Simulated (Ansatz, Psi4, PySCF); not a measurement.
Br$_{2}$Zn, singlet, at a GFN2-xTB geometry (such geometries of metal compounds can be far from the true shape). Base run: WB97M-V/STO-3G in PySCF.

PySCF was given this input:
```python
from pyscf import gto, scf, dft

mol = gto.M(
    atom='''
Zn   -0.00812161   -0.01195013   -0.01326557
Br   -0.24664341    1.76351145   -1.42520509
Br    0.25360479   -1.75326848    1.43657557
''',
    basis='sto-3g',
    verbose=3,
)

mf = dft.RKS(mol)
mf.xc = 'wb97m_v'
mf.kernel()
```

The same geometry, method and basis name were run in Ansatz (a program for electronic structure) and Psi4 and PySCF, at each program's defaults and at the settings that a row names. The base is PySCF at its defaults. Differences at the defaults can come from grids, fitting, cores and function types together.

```tsv
code and settings	ΔE vs base (mEh)	basis functions	E (Eh)	SCF cycles	outcome
PySCF, defaults (exact integrals, its default grid, spherical functions)	0.000	54	-6850.97507	11	converged
Psi4, defaults (density fitting with its default set, spherical functions)	-	54	-	-	not converged
Ansatz, defaults (factorised integrals, its default grid, spherical functions)	-	-	-	-	cut at the time limit
PySCF, density fitting with def2-universal-jkfit	?	54	?	11	converged
PySCF, fine grid	-0.043	54	-6850.97511	10	converged
Psi4, exact integrals, spherical functions, fine grid	-	54	-	-	not converged
Ansatz, high accuracy	-	-	-	-	cut at the time limit
```

Complete the blanks.


- PySCF, density fitting with def2-universal-jkfit, ΔE vs base (mEh): -4.222
- PySCF, density fitting with def2-universal-jkfit, E (Eh): -6850.97929
